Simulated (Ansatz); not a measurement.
Cost and result for the atomization energy of `CC(=O)C=C(C)C` (17 atoms, 16 bonds).

```xyz
17

C    -0.1010    0.9007   -2.1941
C     0.9297   -0.0436   -1.6311
O     1.8402   -0.4212   -2.3418
C     0.8914   -0.5421   -0.2427
C     0.0482   -0.3292    0.7792
C    -1.1724    0.5309    0.7980
C     0.3100   -1.0088    2.0873
H    -1.1006    0.4614   -2.1558
H     0.1613    1.1078   -3.2301
H    -0.1251    1.8381   -1.6334
H     1.7319   -1.2069   -0.0626
H    -2.0420   -0.0740    1.0762
H    -1.0710    1.2927    1.5783
H    -1.3903    1.0300   -0.1389
H    -0.5419   -1.6364    2.3698
H     0.4273   -0.2691    2.8864
H     1.2041   -1.6304    2.0553
```

The species carries charge 0 and has multiplicity 1. Geometry: relaxed with PBE0-D4/def2-TZVP. It is one conformer, not always the lowest. Program: Ansatz. All runs use 2 threads of an AMD EPYC 7R13 on a shared host and a share of an NVIDIA H100 80 GB. Times are those of one run each, without the atoms' runs, and a repeat can differ threefold. Electronic energies, without spin–orbit coupling; frozen cores. CCSD(T)/CBS adds CCSD(T) − MP2 in def2-TZVPP to the MP2 limit, and its time is that of the two runs behind it. T1 = 0.013; the RHF reference is unstable towards UHF. B3LYP takes the VWN-RPA correlation (the form of Gaussian; ORCA's B3LYP/G).

CCSD(T)/CBS is a level of theory with its own doubt, some kJ/mol a heavy atom from the limit and from the frozen cores, so smaller differences don't rank the functionals.

```
                             level  functions  wall time  atomization (kcal/mol)  difference from CCSD(T)/CBS  per bond
 B3LYP-D4/def2-TZVPP (with forces)        357      2.6 s                  1722.0                          5.4       0.3
r2SCAN-D4/def2-TZVPP (with forces)        357      2.9 s                  1727.2                         10.6       0.7
   PBE-D4/def2-TZVPP (with forces)        357        3 s                  1767.1                         50.5       3.2
                PBE0-D4/def2-TZVPP        357        3 s                  1735.3                         18.7       1.2
                ωB97X-V/def2-TZVPP        357      3.1 s                  1719.6                          3.0       0.2
                 B2PLYP/def2-TZVPP        357        5 s                  1705.0                        -11.6      -0.7
                    MP2/def2-QZVPP        699      5.5 s                  1730.1                         13.5       0.8
  ωB97M-V/def2-TZVPP (with forces)        357      8.5 s                  1723.2                          6.6       0.4
                CCSD(T)/def2-TZVPP        357       16 s                  1678.4                        -38.2      -2.4
                 CCSD(T)/CBS(def2)          –       21 s                  1716.6                          0.0       0.0
```

From PBE to PBE0 (25 % exact exchange), in def2-TZVPP and without D4, the atomization energy moves by −30.5 kcal/mol: exact exchange takes away binding that semilocal exchange gives to molecules. In def2-TZVPP, CCSD(T) changes the Hartree–Fock value by +405.6 kcal/mol (the triples alone add +26.3 kcal/mol) and MP2 by +434.8 kcal/mol; breaking electron pairs costs correlation energy, which Hartree–Fock lacks. The D4 term adds +13.3 kcal/mol with B3LYP and +7.1 kcal/mol with PBE0; it sums over pairs of atoms, weighted by their polarisabilities, and B3LYP, whose exchange is more repulsive, gets the larger term.
